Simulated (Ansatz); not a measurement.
Question: Name a neutral molecule of C, F and H with HOMO energy (ωB97M-V/def2-TZVPP) between -12.20 and -11.90 eV and HOMO energy (B3LYP/def2-TZVPP) between -9.70 and -9.40 eV (Ansatz, PBE0-D4/def2-TZVP geometry).

Answer: `FCC(F)F` (-12.16 eV, -9.53 eV); `CC(F)F` (-12.08 eV, -9.44 eV); `FCCC(F)(F)CF` (-12.01 eV, -9.41 eV); `CC(F)(F)CC(F)F` (-12.18 eV, -9.55 eV). Other molecules can fit too; these were computed, each in one conformer that needn't be the lowest.

B3LYP here is the variant with VWN-RPA as its local correlation; programs differ in this.
